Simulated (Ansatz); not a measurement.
Start from `[SeH]C1C[SiH2]1` and change one atom or group to get `F[SiH2]C1C[SiH2]1`.

Ansatz, PBE0-D4/def2-TZVP geometries, multiplicity 1. Each molecule was computed in one conformer, which needn't be the lowest.

Scalar relativity is left out up to krypton.

```tsv
property	`[SeH]C1C[SiH2]1`
size of the dipole moment (B3LYP/def2-TZVPP) / D	1.46
size of the dipole moment (PBE/def2-TZVPP) / D	1.31
HOMO–LUMO gap (ωB97M-V/def2-TZVPP) / eV	9.84
HOMO energy (B3LYP/def2-TZVPP) / eV	-6.08
LUMO energy (PBE/def2-TZVPP) / eV	-1.19
HOMO energy (PBE0/def2-TZVPP) / eV	-6.30
```

Problem. Give the same properties after the change, and the shifts. (An estimate is asked.)

Solution. Ansatz gave: 
```
                                        property  `F[SiH2]C1C[SiH2]1`  shift
size of the dipole moment (B3LYP/def2-TZVPP) / D                 2.02   0.56
  size of the dipole moment (PBE/def2-TZVPP) / D                 1.95   0.64
         HOMO–LUMO gap (ωB97M-V/def2-TZVPP) / eV                10.93   1.09
             HOMO energy (B3LYP/def2-TZVPP) / eV                -7.02  -0.94
               LUMO energy (PBE/def2-TZVPP) / eV                -0.88   0.31
              HOMO energy (PBE0/def2-TZVPP) / eV                -7.24  -0.94
```

With PBE0 the HOMO falls by 0.94 eV and the LUMO rises by 0.27 eV, so the gap widens by about 1.21 eV. PBE moves the HOMO by -0.93 eV and ωB97M-V by -0.93 eV. Dipoles are sizes alone; their direction can turn.

B3LYP here is the variant with VWN-RPA as its local correlation; programs differ in this.

Spin–orbit coupling is left out; it splits and shifts lone-pair levels of the heavy atoms by tenths of an eV.
